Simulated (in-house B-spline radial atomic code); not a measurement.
Multiplet parameters of the 2p2 shell in Se²⁸⁺ ([He] 2s2 2p2). Method: non-relativistic Hartree-Fock, average of configuration, point nucleus. Calculated with an all-electron radial atomic-structure program (B-spline basis).

Slater integrals: F^2 = 599515 cm⁻¹. Central-field spin-orbit parameter ζ(2p) = 252800 cm⁻¹ (bare central field on non-relativistic orbitals, without two-electron terms: too large for light atoms, too small for heavy ones).

With F₂ = F^2/25 = 23981 cm⁻¹:

Task: Where do the terms lie in LS coupling, without spin-orbit interaction?

Result: In cm⁻¹ above the Hund's-rule term:
| term | expression | energy |
| --- | --- | --- |
| 3P | 0 F₂ | 0 |
| 1D | 6 F₂ | 143884 |
| 1S | 15 F₂ | 359709 |

Task: How far can these numbers be trusted?

Result: Unscaled Hartree-Fock integrals overestimate measured term splittings, because correlation screens the repulsion; fits to spectra scale them down, most for low charges. Here ζ is 10.54 times F₂, so spin-orbit coupling rivals the gaps between some terms: low levels can stay fairly pure, while close terms of equal J mix strongly.
